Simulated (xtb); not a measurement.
C$_{4}$H$_{12}$BN$_{2}$, doublet, at a GFN2-xTB geometry; GFN1-xTB (xtb).

Input for xtb:
```
$ xtb mol.xyz --gfn 1 --uhf 1 --opt --json

# file mol.xyz
19

C      1.47009147    -0.40656865     1.28585248
N      1.26136042    -0.05663410    -0.10647877
C      2.49137815    -0.14377334    -0.85921272
B      0.07121700     0.42701584    -0.67341478
N     -1.23083553     0.23966076    -0.18215891
C     -2.33700104     1.06941565    -0.60054862
C     -1.67784756    -0.83913310     0.67865071
H      2.33137516     0.14236037     1.68473616
H      0.59588885    -0.14256006     1.87303335
H      1.67410875    -1.47900765     1.40275190
H      2.30930218     0.12754764    -1.89662984
H      3.25763953     0.52708475    -0.44889109
H      2.89060709    -1.16486969    -0.82845373
H     -3.08887878     0.48480160    -1.14687929
H     -1.97679898     1.86613551    -1.24745894
H     -2.83141669     1.51977426     0.26876025
H     -0.88030407    -1.56278838     0.81634431
H     -2.53310294    -1.35191645     0.22276438
H     -1.99790538    -0.46247103     1.65900912
```

Write the output that xtb gives for this input, abridged.


```
   ID    Z sym.   atoms
    1    6 C      1, 3, 6, 7
    2    7 N      2, 5
    3    5 B      4
    4    1 H      8-19

           -------------------------------------------------
          |                Calculation Setup                |
           -------------------------------------------------

           -------------------------------------------------
          |                 G F N 1 - x T B                 |
           -------------------------------------------------

          ...................................................
          :                      SETUP                      :
          :.................................................:
          :  # basis functions                  52          :
          :  # atomic orbitals                  52          :
          :  # shells                           38          :
          :  # electrons                        41          :
          :  # halogen bonds                     0          :
          :  max. iterations                   250          :
          :  Hamiltonian                  GFN1-xTB          :
          :  restarted?                      false          :
          :  GBSA solvation                  false          :
          :  PC potential                    false          :
          :  electronic temp.          300.0000000     K    :
          :  accuracy                    1.0000000          :
          :  -> integral cutoff          0.2500000E+02      :
          :  -> integral neglect         0.1000000E-07      :
          :  -> SCF convergence          0.1000000E-05 Eh   :
          :  -> wf. convergence          0.2000000E-04 e    :
          :  Broyden damping             0.4000000          :
          :  net charge                          0          :
          :  unpaired electrons                  1          :
          ...................................................

 iter      E             dE          RMSdq      gap      omega  full diag
   1    -22.9121402 -0.229121E+02  0.768E+00    3.09       0.0  T
   2    -22.9360667 -0.239265E-01  0.466E+00    3.22       1.0  T
   3    -22.9367642 -0.697505E-03  0.594E-01    3.28       1.0  T
   4    -22.9385865 -0.182229E-02  0.111E-01    3.25       1.0  T
   5    -22.9386662 -0.796707E-04  0.119E-02    3.26       1.9  T
   6    -22.9386672 -0.105822E-05  0.405E-03    3.26       5.7  T
   7    -22.9386673 -0.956914E-07  0.124E-03    3.26      18.5  T
[...]
 * total energy  :   -22.6645159 Eh     change       -0.9089678E-03 Eh
 * total energy  :   -22.6646850 Eh     change       -0.1690614E-03 Eh
 * total energy  :   -22.6648977 Eh     change       -0.2127228E-03 Eh
 * total energy  :   -22.6649640 Eh     change       -0.6633937E-04 Eh
 * total energy  :   -22.6650354 Eh     change       -0.7137444E-04 Eh
 * total energy  :   -22.6650949 Eh     change       -0.5946470E-04 Eh
 * total energy  :   -22.6651902 Eh     change       -0.9527332E-04 Eh
 * total energy  :   -22.6652551 Eh     change       -0.6497164E-04 Eh
 * total energy  :   -22.6652871 Eh     change       -0.3202084E-04 Eh
 * total energy  :   -22.6653132 Eh     change       -0.2602084E-04 Eh
 * total energy  :   -22.6653214 Eh     change       -0.8248869E-05 Eh
 * total energy  :   -22.6653243 Eh     change       -0.2873133E-05 Eh
   *** GEOMETRY OPTIMIZATION CONVERGED AFTER 14 ITERATIONS ***
         :: total energy             -22.665324290258 Eh    ::
[...]
    14H     0.01606  0.07683   0.984  0.000  0.000
    15H     0.01712  0.08212   0.983  0.000  0.000
    16H     0.01793  0.07909   0.982  0.000  0.000
    17H     0.03213  0.09978   0.968  0.000  0.000
    18H     0.01857  0.07974   0.981  0.000  0.000
    19H     0.01773  0.07864   0.982  0.000  0.000

Wiberg/Mayer (AO) data.
largest (>0.10) Wiberg bond orders for each atom

 ---------------------------------------------------------------------------
     #   Z sym  total        # sym  WBO       # sym  WBO       # sym  WBO
 ---------------------------------------------------------------------------
     1   6 C    3.976 --     9 H    0.986    10 H    0.985     8 H    0.983
                             2 N    0.959
     2   7 N    3.277 --     4 B    1.256     3 C    0.979     1 C    0.959
     3   6 C    3.979 --    13 H    0.987    11 H    0.986    12 H    0.983
                             2 N    0.979
     4   5 B    2.729 --     2 N    1.256     5 N    1.256
     5   7 N    3.277 --     4 B    1.256     6 C    0.979     7 C    0.959
     6   6 C    3.979 --    16 H    0.987    15 H    0.986    14 H    0.983
                             5 N    0.979
     7   6 C    3.976 --    17 H    0.986    19 H    0.985    18 H    0.983
                             5 N    0.959
     8   1 H    1.006 --     1 C    0.983
     9   1 H    1.010 --     1 C    0.986
    10   1 H    1.011 --     1 C    0.985
    11   1 H    1.030 --     3 C    0.986
    12   1 H    1.008 --     3 C    0.983
    13   1 H    1.010 --     3 C    0.987
    14   1 H    1.008 --     6 C    0.983
    15   1 H    1.030 --     6 C    0.986
    16   1 H    1.010 --     6 C    0.987
    17   1 H    1.010 --     7 C    0.986
    18   1 H    1.006 --     7 C    0.983
    19   1 H    1.011 --     7 C    0.985
 ---------------------------------------------------------------------------

Topologies differ in total number of bonds
Writing topology from bond orders to xtbtopo.mol

 dipole moment from electron density (au)
     X       Y       Z
  -0.0404  -0.2422   0.3820  total (Debye):    1.154

optimized geometry written to: xtbopt.xyz

           -------------------------------------------------
          | TOTAL ENERGY              -22.665324290258 Eh   |
          | GRADIENT NORM               0.000926830842 Eh/α |
          | HOMO-LUMO GAP               3.036747614098 eV   |
           -------------------------------------------------

normal termination of xtb
```
